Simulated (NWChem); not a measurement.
System: C₂H₄NO, doublet; SMILES [NH]C(=O)C

The following NWChem deck was run.

```
start job
memory heap 200 mb stack 900 mb global 1100 mb
geometry units angstroms noautosym nocenter noautoz
  C      0.013729     1.388162     0.012414
  C      0.059604    -0.104828     0.128732
  N     -0.974367    -0.805976    -0.433430
  O      1.017723    -0.725118     0.573660
  H      0.069184     1.673985    -1.048973
  H     -0.941439     1.772653     0.401029
  H      0.853109     1.832951     0.560326
  H     -1.066763    -1.708000     0.051639
end
basis spherical
  C library 6-31g*
  N library 6-31g*
  O library 6-31g*
  H library 6-31g*
end
dft
  odft
  mult 2
  xc m06-2x
  iterations 150
end
cosmo
  dielec 11.7
end
task dft energy
```

Output (shortened):

```
             Northwest Computational Chemistry Package (NWChem) 7.3.0
             --------------------------------------------------------

                             Geometry "geometry" -> ""
                             -------------------------

 Output coordinates in angstroms (scale by  1.889725989 to convert to a.u.)

  No.       Tag          Charge          X              Y              Z
 ---- ---------------- ---------- -------------- -------------- --------------
    1 C                    6.0000     0.01372900     1.38816200     0.01241400
    2 C                    6.0000     0.05960400    -0.10482800     0.12873200
    3 N                    7.0000    -0.97436700    -0.80597600    -0.43343000
    4 O                    8.0000     1.01772300    -0.72511800     0.57366000
    5 H                    1.0000     0.06918400     1.67398500    -1.04897300
    6 H                    1.0000    -0.94143900     1.77265300     0.40102900
    7 H                    1.0000     0.85310900     1.83295100     0.56032600
    8 H                    1.0000    -1.06676300    -1.70800000     0.05163900

 Effective nuclear repulsion energy (a.u.)     113.1725018858

                                 NWChem DFT Module
                                 -----------------

 Summary of "ao basis" -> "ao basis" (spherical)
 ------------------------------------------------------------------------------
       Tag                 Description            Shells   Functions and Types
 ---------------- ------------------------------  ------  ---------------------
 C                           6-31g*                  6       14   3s2p1d
 N                           6-31g*                  6       14   3s2p1d
 O                           6-31g*                  6       14   3s2p1d
 H                           6-31g*                  2        2   2s

 in cosmo_initialize ...

 solvent parameters
 solvname_short: unkn
 solvname_long:  unknown
 dielec:       11.7000

          ---------------
          -cosmo- solvent
          ---------------
 Cosmo: York-Karplus, doi: 10.1021/jp992097l
 dielectric constant -eps-     =  11.70
 screen = (eps-1)/(eps    )    =   0.91453
 surface charge correction     = lagrangian

   van der Waals surface
 --------------------------

 ---------- ATOMIC COORDINATES (A.U.) ------------ VDWR(ANG.) --
     1    0.02594405    2.62324581    0.02345906     2.000
     2    0.11263523   -0.19809620    0.24326821     2.000
     3   -1.84128664   -1.52307379   -0.81906394     1.830
     4    1.92321760   -1.37027433    1.08406021     1.720
     5    0.13073880    3.16337296   -1.98227154     1.300
     6   -1.77906174    3.34982844    0.75783492     1.300
     7    1.61214225    3.46377514    1.05886260     1.300
     8   -2.01588976   -3.22765199    0.09758356     1.300
 number of segments per atom =         32
 number of   points per atom =         32
 atom (   nspa,  nppa )
 ----------------------
    1 (     18,     0 )       0
    2 (     11,     0 )       0
    3 (     17,     0 )       0
    4 (     20,     0 )       0
    5 (     14,     0 )       0
    6 (     14,     0 )       0
    7 (     15,     0 )       0
    8 (     17,     0 )       0
 number of -cosmo- surface points =      126
 molecular surface =     98.832 angstrom**2
 molecular volume  =     72.192 angstrom**3
 G(cav/disp)       =      1.354 kcal/mol
 -lineq- algorithm             =   0
 -bem- low  level              =   2
 -bem- from -octahedral-
 gaussian surface charge width =   4.50000
 degree of switching           =   1.00000
 switching function tolerance  =   0.00010
 atomic radii =
 --------------
    1  6.000  2.000
    2  6.000  2.000
    3  7.000  1.830
    4  8.000  1.720
    5  1.000  1.300
    6  1.000  1.300
    7  1.000  1.300
    8  1.000  1.300
 ...... end of -cosmo- initialization ......

[...]

                                   COSMO solvation results
                                   -----------------------

                 gas phase energy =      -208.427762339666
                 sol phase energy =      -208.437191414652
 (electrostatic) solvation energy =         0.009429074986 (    5.92 kcal/mol)

                    DFT Final Alpha Molecular Orbital Analysis
                    ------------------------------------------

 Vector   14  Occ=1.000000D+00  E=-4.208038D-01
              MO Center= -4.7D-01, -3.8D-01, -2.0D-01, r^2= 2.3D+00
   Bfn.  Coefficient  Atom+Function         Bfn.  Coefficient  Atom+Function
  ----- ------------  ---------------      ----- ------------  ---------------
    34      0.297138  3 N  s                 32      0.292696  3 N  py
     4      0.231299  1 C  py                31     -0.228991  3 N  px
    46      0.221518  4 O  py                33     -0.214854  3 N  pz
    36      0.182358  3 N  py                35     -0.168284  3 N  px
    18     -0.163188  2 C  py                45     -0.157290  4 O  px

 Vector   15  Occ=1.000000D+00  E=-3.774830D-01
              MO Center= -2.9D-01, -7.4D-01, -9.5D-02, r^2= 1.9D+00
   Bfn.  Coefficient  Atom+Function         Bfn.  Coefficient  Atom+Function
  ----- ------------  ---------------      ----- ------------  ---------------
    47      0.369105  4 O  pz                33     -0.363508  3 N  pz
    31      0.335457  3 N  px                37     -0.282554  3 N  pz
    51      0.278492  4 O  pz                35      0.258937  3 N  px
    32     -0.196240  3 N  py                36     -0.132213  3 N  py
    46      0.081104  4 O  py                 7     -0.057348  1 C  px

 Vector   16  Occ=1.000000D+00  E=-3.527143D-01
              MO Center=  3.7D-01, -5.0D-01,  2.3D-01, r^2= 2.1D+00
   Bfn.  Coefficient  Atom+Function         Bfn.  Coefficient  Atom+Function
  ----- ------------  ---------------      ----- ------------  ---------------
    46      0.449659  4 O  py                50      0.326287  4 O  py
    45      0.301127  4 O  px                33      0.243365  3 N  pz
    31      0.231377  3 N  px                49      0.226383  4 O  px
    37      0.203213  3 N  pz                 4      0.177539  1 C  py
    35      0.176874  3 N  px                 6     -0.131473  1 C  s

 Vector   17  Occ=0.000000D+00  E= 4.576969D-02
              MO Center=  5.2D-02, -1.2D-01,  1.2D-01, r^2= 2.2D+00
   Bfn.  Coefficient  Atom+Function         Bfn.  Coefficient  Atom+Function
  ----- ------------  ---------------      ----- ------------  ---------------
    23      0.499566  2 C  pz                19      0.487216  2 C  pz
    58      0.390976  5 H  s                 51     -0.339293  4 O  pz
    47     -0.291623  4 O  pz                21     -0.281673  2 C  px
    60     -0.270151  6 H  s                 37     -0.237621  3 N  pz
    17     -0.228305  2 C  px                64     -0.223954  8 H  s

 Vector   18  Occ=0.000000D+00  E= 1.537729D-01
              MO Center= -5.2D-01, -3.7D-01,  7.8D-02, r^2= 5.9D+00
   Bfn.  Coefficient  Atom+Function         Bfn.  Coefficient  Atom+Function
  ----- ------------  ---------------      ----- ------------  ---------------
     6      1.419873  1 C  s                 64     -1.301203  8 H  s
    34      0.984030  3 N  s                 62     -0.850457  7 H  s
    58     -0.726781  5 H  s                 20     -0.538684  2 C  s
    60     -0.489730  6 H  s                 36     -0.468474  3 N  py
    37      0.355879  3 N  pz                48      0.303545  4 O  s

 Vector   19  Occ=0.000000D+00  E= 1.796928D-01
              MO Center= -6.4D-01,  6.8D-01, -2.8D-02, r^2= 5.4D+00
   Bfn.  Coefficient  Atom+Function         Bfn.  Coefficient  Atom+Function
  ----- ------------  ---------------      ----- ------------  ---------------
     6      1.584552  1 C  s                 60     -1.336863  6 H  s
    58     -1.000314  5 H  s                 64      0.938214  8 H  s
    34     -0.549555  3 N  s                  8      0.524398  1 C  py
     7     -0.481971  1 C  px                36      0.305900  3 N  py
    62     -0.242874  7 H  s                  9     -0.214968  1 C  pz

                     DFT Final Beta Molecular Orbital Analysis
                     -----------------------------------------

 Vector   13  Occ=1.000000D+00  E=-4.368508D-01
              MO Center= -6.7D-03,  5.0D-01,  7.6D-02, r^2= 2.7D+00
   Bfn.  Coefficient  Atom+Function         Bfn.  Coefficient  Atom+Function
  ----- ------------  ---------------      ----- ------------  ---------------
    47      0.282889  4 O  pz                 5     -0.250441  1 C  pz
    51      0.193709  4 O  pz                59     -0.193987  6 H  s
     3      0.188063  1 C  px                33      0.181268  3 N  pz
    60     -0.165330  6 H  s                 17     -0.160326  2 C  px
    57      0.159966  5 H  s                  9     -0.147549  1 C  pz

 Vector   14  Occ=1.000000D+00  E=-3.852130D-01
              MO Center= -2.0D-01, -5.0D-01, -1.4D-01, r^2= 2.3D+00
   Bfn.  Coefficient  Atom+Function         Bfn.  Coefficient  Atom+Function
  ----- ------------  ---------------      ----- ------------  ---------------
    34      0.327395  3 N  s                 33     -0.274935  3 N  pz
    46      0.247534  4 O  py                47      0.239025  4 O  pz
    37     -0.211263  3 N  pz                32      0.207172  3 N  py
    50      0.180095  4 O  py                51      0.177261  4 O  pz
     4      0.173874  1 C  py                30      0.160907  3 N  s

[...]
```

Level: M06-2X/6-31G* (spherical d), spin-unrestricted, COSMO on the gas-phase geometry. Geometry: optimised at PBE0/def2-SVP, spin-unrestricted. No stability test was run on the SCF state. COSMO prints the solvation energy as gas minus solution, so a positive value is a stabilisation.
